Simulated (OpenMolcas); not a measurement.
Nb3+ (d2) in a complex was computed by SS-CASPT2, IPEA 0.25 Eh, imaginary shift 0.1 Eh with the d shell active (OpenMolcas, ANO-RCC-VTZP on the metal). Its lowest spin-free states, and all those of the highest spin:

```tsv
2S+1	Degeneracy	E (cm-1)
3	3	0
1	3	6940
1	2	7160
1	1	16250
3	3	36350
3	3	42500
1	3	43400
1	3	45530
3	1	74830
1	2	81000
1	1	88150
```

Is the site octahedral, tetrahedral or cube-like, axial, or of lower symmetry?

The states with 2S+1 = 3 have orbital degeneracies 3, 3, 3, 1. Threefold states need a cubic site. For d2 at this spin an octahedron puts the threefold T1 below the threefold T2 and a tetrahedron or cube puts the single A2 below the threefold T2, so the site is octahedral. The run had Nb3+ with 6 ligands (water) in octahedral coordination (Th) at 1.98 Å. Ligand basis ANO-RCC-VDZP.

Roots that are degenerate in the reference are averaged as groups; the widest CASPT2 spread within a group is 550 cm-1 (the 3-fold group of multiplicity 1 near 43400 cm-1 above the lowest state of its run). Shifts and gaps below about the spread of the groups concerned are not significant. Over all roots computed the reference weight is 0.72 to 0.73; a low but even weight reflects the number of correlated electrons. An orbital triplet at a regular site is open to Jahn-Teller coupling, which can distort the site and quench the lowest spin-orbit gaps and is left out. The least metal-like active orbital is 75 % on the metal (Löwdin) and no ligand orbital is active, so the numbers are rough. Ligand-to-metal charge-transfer states are missing. With no ligand orbital active B as a rule stays too high, so bands that hang on it stand too high and its fall with covalency is understated. With one d shell and no ligand orbital active, 10Dq can be off by a tenth or more. The distance lies 5 % under the 2.08 Å that this model takes as the normal distance (a Shannon-type radius plus a fixed donor radius); by an R⁻⁵ law this alone changes a d-shell field by about +28 %. No measured value stands beside these numbers; the geometry was imposed, not optimised, and the real ion may take another.
